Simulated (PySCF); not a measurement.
Stepwise substitution at one centre (B Br-NH2). Gas-phase values, no solvent. Strings in code marks are SMILES.

Calculation: PBE-D3(BJ)/def2-TZVP // B3LYP-D3(BJ)/def2-TZVP (PySCF 2.14.0). All candidates: neutral, multiplicity 1. Excitations are Tamm–Dancoff values on a coarser integration grid. The basis has no diffuse functions, so Rydberg states are missing or too high.

```yaml
T1 excitation (TDA): 5.50 eV
HOMO–LUMO gap: 5.67 eV
S1 excitation (TDA): 5.73 eV
```

Q: Say which member has these values.
A) `BrB(Br)Br`
B) `NB(Br)Br`
C) `NB(N)N`
D) `NB(N)Br`

A: B, `NB(Br)Br`. The others give `NB(N)N`: 5.05 eV, 5.17 eV, 5.24 eV; `NB(N)Br`: 5.73 eV, 5.88 eV, 5.97 eV; `BrB(Br)Br`: 3.98 eV, 4.07 eV, 4.15 eV
